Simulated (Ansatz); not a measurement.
A nudged elastic band was laid between two geometries of BrH + H5NSn (9 atoms, charge 0, multiplicity 1).

The calculation used RHF/def2-SVP (Ansatz 0.2.0).

| Item | Value |
| --- | --- |
| movable images | 9 |
| climbing image | yes |
| spring | 5.0 eV/Å² |
| optimiser | quadratic models (default) |
| start path | through a guess of the saddle point |
| force threshold | 0.05 eV/Å |
| iteration limit | 60 |
| end points | relaxed |

Initial state:

```xyz
9
Properties=species:S:1:pos:R:3
Sn -1.130 -0.730 -0.313
N 0.836 -0.287 0.122
H -1.328 -2.409 -0.585
H -2.033 -0.232 1.043
H -1.509 0.154 -1.718
H 1.155 1.660 0.441
Br 1.336 3.067 0.661
H 1.185 -0.716 0.964
H 1.487 -0.506 -0.614
```

Final state:

```xyz
9
Properties=species:S:1:pos:R:3
Sn -1.452 0.129 -0.603
N 1.486 -0.444 0.702
H -0.618 -0.984 -1.571
H -1.650 -0.280 1.030
H -2.980 0.462 -1.300
H 1.826 0.501 0.648
Br -0.284 2.368 -0.743
H 1.553 -0.732 1.663
H 2.119 -1.020 0.174
```

(1) Which bonds break or form, and what moves?

(2) Give the energies along the band, and the barrier.

(3) What is the geometry of the highest image?

(4) What are the harmonic wavenumbers there?

## Answers

(1) Bonds broken: Sn1–N2, H6–Br7. Bonds formed: Sn1–Br7, N2–H6. BrH + H5NSn becomes BrH3Sn + H3N.

(2) The run converged. The highest image is number 3 of 0 to 10, 9.3 kJ/mol above the first end and 135.1 kJ/mol above the last; the last end lies 125.8 kJ/mol below the first. A vibrational analysis at the climbing image gives one clearly imaginary mode, 746i cm⁻¹: a first-order saddle point. The orbitals stay closed-shell, which can raise the energy where a bond breaks towards radicals; this wasn't checked here.

```json
{"image": "0", "path coordinate (Å)": "0.00", "energy (kJ/mol)": "0.0", "Sn1–N2 (Å)": "2.06", "H6–Br7 (Å)": "1.44", "Sn1–Br7 (Å)": "4.63"}
{"image": "1", "path coordinate (Å)": "1.33", "energy (kJ/mol)": "1.2", "Sn1–N2 (Å)": "2.06", "H6–Br7 (Å)": "1.44", "Sn1–Br7 (Å)": "4.70"}
{"image": "2", "path coordinate (Å)": "2.66", "energy (kJ/mol)": "1.8", "Sn1–N2 (Å)": "2.06", "H6–Br7 (Å)": "1.43", "Sn1–Br7 (Å)": "4.73"}
{"image": "3", "path coordinate (Å)": "3.99", "energy (kJ/mol)": "9.3", "Sn1–N2 (Å)": "2.10", "H6–Br7 (Å)": "1.58", "Sn1–Br7 (Å)": "4.16"}
{"image": "4", "path coordinate (Å)": "4.70", "energy (kJ/mol)": "-26.8", "Sn1–N2 (Å)": "2.18", "H6–Br7 (Å)": "2.05", "Sn1–Br7 (Å)": "3.82"}
{"image": "5", "path coordinate (Å)": "5.41", "energy (kJ/mol)": "-44.0", "Sn1–N2 (Å)": "2.23", "H6–Br7 (Å)": "2.23", "Sn1–Br7 (Å)": "3.23"}
{"image": "6", "path coordinate (Å)": "6.12", "energy (kJ/mol)": "-63.5", "Sn1–N2 (Å)": "2.39", "H6–Br7 (Å)": "2.56", "Sn1–Br7 (Å)": "2.76"}
{"image": "7", "path coordinate (Å)": "6.83", "energy (kJ/mol)": "-79.2", "Sn1–N2 (Å)": "2.65", "H6–Br7 (Å)": "2.72", "Sn1–Br7 (Å)": "2.62"}
{"image": "8", "path coordinate (Å)": "7.54", "energy (kJ/mol)": "-106.4", "Sn1–N2 (Å)": "2.92", "H6–Br7 (Å)": "2.87", "Sn1–Br7 (Å)": "2.56"}
{"image": "9", "path coordinate (Å)": "8.24", "energy (kJ/mol)": "-123.8", "Sn1–N2 (Å)": "3.14", "H6–Br7 (Å)": "3.07", "Sn1–Br7 (Å)": "2.53"}
{"image": "10", "path coordinate (Å)": "8.95", "energy (kJ/mol)": "-125.8", "Sn1–N2 (Å)": "3.26", "H6–Br7 (Å)": "3.14", "Sn1–Br7 (Å)": "2.53"}
```

(3) 
```xyz
9
Properties=species:S:1:pos:R:3
Sn -1.122 -0.614 -0.256
N 0.725 -0.072 0.574
H -0.728 -1.393 -1.713
H -1.886 -1.674 0.844
H -1.991 0.828 -0.449
H 1.215 1.133 -0.104
Br 1.658 2.418 -0.904
H 0.689 0.145 1.558
H 1.441 -0.771 0.451
```

(4) 746i, 40, 61, 315, 449, 497, 522, 693, 778, 787, 801, 821, 893, 1157, 1184, 1681, 2033, 2070, 2089, 3714, 3803 cm⁻¹.

The run took 11 min on 2 threads of Arm Neoverse V1 (shared host), peak memory 0.26 GiB.
